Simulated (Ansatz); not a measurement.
Job for Ansatz (a quantum-chemistry and plane-wave program): R-wB97M-V/def2-TZVPP on CH4Sn (SMILES [CH3][SnH]), a point of a torsion scan. Elements past Kr take the def2 small-core potentials; no spin–orbit coupling.

Ansatz 0.2 input:
```yaml
crystal:
  periodic: [false, false, false]
  atoms:
    - {symbol: C, position_ang: [-0.64739354, 0.03119781, 0.01522701]}
    - {symbol: Sn, position_ang: [1.37741404, 0.99564899, -0.18267461]}
    - {symbol: H, position_ang: [-0.76257707, -0.49197687, 0.96363556]}
    - {symbol: H, position_ang: [-1.46150985, 0.75218239, -0.07547195]}
    - {symbol: H, position_ang: [-0.78116046, -0.70961790, -0.77505759]}
    - {symbol: H, position_ang: [2.24131833, -0.42036976, 0.57982064]}
basis:
  gaussian:
    orbitals: def2-TZVPP
hamiltonian:
  xc: {name: wB97M-V}
scf: {lower_state_search: off}
```

Task: Predict the final total energy.

Result: -254.7123 hartree.
